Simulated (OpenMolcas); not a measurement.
Fe2+ (d6) on a cation site of an ionic host was computed by SS-CASPT2, IPEA 0.25 Eh, imaginary shift 0.1 Eh with the d shell active (OpenMolcas, ANO-RCC-VTZP on the metal). Its lowest spin-free states, and all those of the highest spin:

```
2S+1  Degeneracy  E (cm-1)
   5           3         0
   5           2      8600
   3           3     15130
   3           3     17070
   1           1     19310
   3           3     20520
   3           3     21750
   3           3     22760
   3           2     22880
   1           3     24060
   3           3     26230
   3           1     26400
```

**Question.** Is the site octahedral, tetrahedral or cube-like, axial, or of lower symmetry?

**Answer.** The states with 2S+1 = 5 have orbital degeneracies 3, 2. Threefold states need a cubic site. For d6 at this spin an octahedron puts the threefold T2 below the twofold E and a tetrahedron or cube puts the twofold E below the threefold T2, so the site is octahedral. The first gap at this spin, 8600 cm-1, is |10Dq| in ligand-field theory. The run had Fe2+ with its 6 nearest fluoride ions at 2.111 Å, on the Cd site of idealised cubic KCdF3 (a = 4.302 Å, distance in the model lattice 2.151 Å). The rest of the host is ab initio model potentials to 7.6 Å, with orthogonalisation functions on the cations behind the ligands, and point charges beyond; the distance is set by hand and nothing relaxes. Ligand basis ANO-RCC-VDZP.

Roots that are degenerate in the reference are averaged as groups; the widest CASPT2 spread within a group is 230 cm-1 (the 3-fold group of multiplicity 1 near 33200 cm-1 above the lowest state of its run). Shifts and gaps below about the spread of the groups concerned are not significant. Over all roots computed the reference weight is 0.72 to 0.74; a low but even weight reflects the number of correlated electrons. An orbital triplet at a regular site is open to Jahn-Teller coupling, which can distort the site and quench the lowest spin-orbit gaps and is left out. A single d shell leaves out the double-shell effect, which counts most for late 3d ions, where the CASPT2 field can be off either way by tens of per cent. Ligand-to-metal charge-transfer states are missing. These CASPT2 states fit no ligand-field parameters well, so their order and spin gaps are uncertain. For late 3d ions with one d shell CASPT2 can put B and the spin-flip bands somewhat low as well as high. With one d shell and no ligand orbital active, 10Dq can be off by tens of per cent for divalent 3d ions, low with halides held by bare charges and at times high in hosts. Free-ion shares, where given, are those of the reference states; single-state CASPT2 does not remix them. No measured value stands beside these numbers; the geometry was set by hand and not optimised.
